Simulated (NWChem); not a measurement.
C₄H₃F; SMILES C#C/C=C\F

```xyz
8

C      0.5589     2.1967     0.0000
C     -0.1123     1.1703     0.0000
C     -0.9198     0.0045     0.0000
C     -0.4497    -1.2638     0.0000
F      0.8524    -1.5535     0.0000
H      1.1590     3.0956     0.0000
H     -2.0167     0.1212     0.0000
H     -1.0947    -2.1579     0.0000
```
Atoms are numbered in this order, from 1.

Level: PBE-D3(BJ)/def2-SVP (NWChem), optimised geometry, unscaled harmonic frequencies. 

**Question.** List the harmonic frequencies with IR intensities, and the thermochemistry.

**Answer.** 
```csv
frequency (cm⁻¹),IR intensity (km/mol)
140,1.9
277,12.8
370,4.6
548,0.1
605,38.9
656,32.7
738,13.3
739,26.4
877,0.3
943,11.9
1078,49.5
1234,59.9
1363,15.0
1666,81.8
2152,1.9
3102,3.5
3134,6.4
3409,79.1
```

```
Item                                                                               Result
-----------------------------------------------------------------------  ----------------
zero-point energy                                                           32.9 kcal/mol
thermal correction to the enthalpy at 298.15 K (with zero-point energy)     36.7 kcal/mol
heat capacity Cv                                                         17.3 cal/(mol K)
entropy at 298.15 K and 1 atm (symmetry number 1)                        71.7 cal/(mol K)
dipole moment                                                                      1.17 D
```

Rigid rotor and harmonic oscillator.
